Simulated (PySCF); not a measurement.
Steps of a relaxation of [Pr(BH4)2]+

[Pr(BH4)2]+ (singlet in the valence; each metal's 4f electrons, 2 of them, lie in its core potential, out of spins and levels). PySCF 2.14.0, RKS PBE0, Pr lcecp-1-SVP with ECP48, B def2-SVP, H def2-SVP; non-relativistic Hamiltonian with scalar-relativistic core potentials where named; density fitting; no spin-orbit coupling. Origin of the start: template. Columns: position (Å) and force (eV/Å). Energies are counted from the last step; some of the 22 steps are shown. Forces carry noise of the integration grid, about 0.01 to 0.03 eV/Å.

Run from Python with OMP_NUM_THREADS=2. Where DIIS fails, smearing, a level shift and second-order steps follow.
It took 83 s on 2 threads of Arm Neoverse V1, with other jobs on the host, from the converged density of the start.

```xyz
11
step 0  E = 0.432 eV
Pr    0.0000    0.0000   -0.1826     0.00    0.00    1.11
B     2.3217    0.0000    0.8564     0.38   -0.08   -0.01
H     3.4170    0.0000    1.3466     0.03    0.01    0.09
H     1.6015   -0.8335    1.4473    -0.62   -0.02   -0.22
H     2.4071   -0.3051   -0.3528    -0.46    0.02   -0.18
H     1.8174    1.1386    0.9650    -0.62    0.05   -0.25
B    -2.3217    0.0000    0.8564    -0.38    0.08   -0.01
H    -3.4170    0.0000    1.3466    -0.03   -0.01    0.09
H    -1.6015    0.8335    1.4473     0.62    0.02   -0.22
H    -2.4071    0.3051   -0.3528     0.46   -0.02   -0.18
H    -1.8174   -1.1386    0.9650     0.62   -0.05   -0.25
```

```xyz
11
step 7  E = 0.028 eV
Pr    0.0002    0.0000   -0.3971     0.00    0.00   -0.11
B     2.1097   -0.0201    0.9058     0.25   -0.18   -0.06
H     3.0757   -0.0118    1.6252    -0.12   -0.03   -0.08
H     1.2486   -0.8969    1.2047    -0.06   -0.12    0.11
H     2.3374   -0.2018   -0.3204    -0.07    0.01    0.05
H     1.4421    1.0377    0.9551    -0.19    0.31    0.03
B    -2.1096    0.0201    0.9055    -0.25    0.18   -0.06
H    -3.0753    0.0117    1.6256     0.13    0.03   -0.08
H    -1.2485    0.8970    1.2043     0.06    0.12    0.11
H    -2.3383    0.2018   -0.3206     0.07   -0.01    0.05
H    -1.4420   -1.0376    0.9548     0.19   -0.31    0.03
```

```xyz
11
step 14  E = 0.004 eV
Pr    0.0000    0.0000   -0.4840     0.00    0.00    0.00
B     2.0296   -0.0203    0.9134     0.01   -0.01    0.00
H     2.9600   -0.0167    1.6683     0.01    0.00    0.01
H     1.1581   -0.8986    1.1941    -0.02    0.00    0.01
H     2.3042   -0.2031   -0.2982     0.01    0.00   -0.01
H     1.3541    1.0547    0.9359    -0.01    0.02    0.00
B    -2.0296    0.0203    0.9134    -0.01    0.01    0.00
H    -2.9600    0.0167    1.6683    -0.01    0.00    0.01
H    -1.1581    0.8986    1.1941     0.02    0.00    0.01
H    -2.3043    0.2031   -0.2982    -0.01    0.00   -0.01
H    -1.3542   -1.0547    0.9358     0.01   -0.02    0.00
```

Where does the relaxation end?

It converges at step 21 in C2:
```xyz
11
step 21  E = 0
Pr    0.0000    0.0000   -0.4882
B     2.0258   -0.0001    0.9142
H     2.9516    0.0201    1.6749
H     1.1052   -0.7991    1.2678
H     2.2946   -0.3037   -0.2749
H     1.4115    1.1097    0.8336
B    -2.0258    0.0001    0.9142
H    -2.9516   -0.0200    1.6749
H    -1.1052    0.7991    1.2678
H    -2.2945    0.3037   -0.2749
H    -1.4115   -1.1097    0.8336
```

How did the contacts change?


| contact | start (Å) | end (Å) |
| --- | --- | --- |
| Pr1–H4 (BH4) | 2.432 | 2.223 |
| Pr1–H9 (BH4) | 2.432 | 2.223 |


An lcecp potential fixes the number of 4f electrons, so in runs with it no electron can move into or out of that shell.
